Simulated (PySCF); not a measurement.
# Radial density of Sc (scandium, neutral)

UHF, [Ar] 3d1 4s2, 2D determinant. Calculation: PySCF 2.14, in aug-cc-pVDZ (7s6p4d2f, 59 functions); the non-relativistic Hamiltonian (point nucleus).

```json
{"r (bohr)": "0.00131", "4πr²ρ (e/bohr)": "0.1258", "4πr²(ρα − ρβ)": "0.0000"}
{"r (bohr)": "0.00220", "4πr²ρ (e/bohr)": "0.3429", "4πr²(ρα − ρβ)": "0.0000"}
{"r (bohr)": "0.00370", "4πr²ρ (e/bohr)": "0.9110", "4πr²(ρα − ρβ)": "0.0000"}
{"r (bohr)": "0.00622", "4πr²ρ (e/bohr)": "2.318", "4πr²(ρα − ρβ)": "0.0000"}
{"r (bohr)": "0.0105", "4πr²ρ (e/bohr)": "5.490", "4πr²(ρα − ρβ)": "0.0001"}
{"r (bohr)": "0.0176", "4πr²ρ (e/bohr)": "11.53", "4πr²(ρα − ρβ)": "0.0002"}
{"r (bohr)": "0.0296", "4πr²ρ (e/bohr)": "19.82", "4πr²(ρα − ρβ)": "0.0003"}
{"r (bohr)": "0.0498", "4πr²ρ (e/bohr)": "24.75", "4πr²(ρα − ρβ)": "0.0001"}
{"r (bohr)": "0.0838", "4πr²ρ (e/bohr)": "20.66", "4πr²(ρα − ρβ)": "-0.0007"}
{"r (bohr)": "0.141", "4πr²ρ (e/bohr)": "19.30", "4πr²(ρα − ρβ)": "0.0009"}
{"r (bohr)": "0.237", "4πr²ρ (e/bohr)": "26.32", "4πr²(ρα − ρβ)": "0.0220"}
{"r (bohr)": "0.399", "4πr²ρ (e/bohr)": "14.95", "4πr²(ρα − ρβ)": "0.1248"}
{"r (bohr)": "0.671", "4πr²ρ (e/bohr)": "7.072", "4πr²(ρα − ρβ)": "0.3815"}
{"r (bohr)": "1.13", "4πr²ρ (e/bohr)": "8.082", "4πr²(ρα − ρβ)": "0.5599"}
{"r (bohr)": "1.90", "4πr²ρ (e/bohr)": "2.080", "4πr²(ρα − ρβ)": "0.3707"}
{"r (bohr)": "3.19", "4πr²ρ (e/bohr)": "0.7299", "4πr²(ρα − ρβ)": "0.1005"}
{"r (bohr)": "5.37", "4πr²ρ (e/bohr)": "0.2583", "4πr²(ρα − ρβ)": "-0.0040"}
{"r (bohr)": "9.03", "4πr²ρ (e/bohr)": "0.01237", "4πr²(ρα − ρβ)": "-0.0016"}
{"r (bohr)": "15.2", "4πr²ρ (e/bohr)": "2.267e-05", "4πr²(ρα − ρβ)": "0.0000"}
```

Problem. Where is the radial spin density 4πr²(ρα − ρβ) most negative, and why is it negative at all?

Solution. Around r = 5.37 bohr, down to -0.0040 e/bohr: exchange with the open shell polarises the paired shells in an unrestricted calculation.
